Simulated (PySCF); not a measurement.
Nb(Cl)4(Me) (CH₃Cl₄Nb), SMILES [Cl][Nb]([Cl])([Cl])([Cl])[CH3], multiplicity 1.

The structure is a stationary point at B3LYP-D3(BJ)/def2-SVP. The spin state was assumed, not searched. The structure was generated by enumeration; whether it is a known compound was not checked. The def2 effective core potentials stand for the cores of Nb; spin–orbit coupling is left out.

These are PBE/def2-TZVP in PySCF values and carry that method's errors.

Isolated molecule, no solvent.

Computed frontier levels, gap, dipole moment and polarisability:
The highest occupied level comes out as -7.53 eV, the lowest empty level is -4.62 eV and the orbital gap comes out as 2.91 eV. The dipole moment is 1.21 D and the quadrupole, principal values (traceless, Buckingham form, about the centre of nuclear charge) is -5.81, 0.32, 5.49 D·Å. The mean static polarisability is 117.2 bohr³ (17.36 Å³). The polarisability, principal values is 106.3, 113.0, 132.2 bohr³.
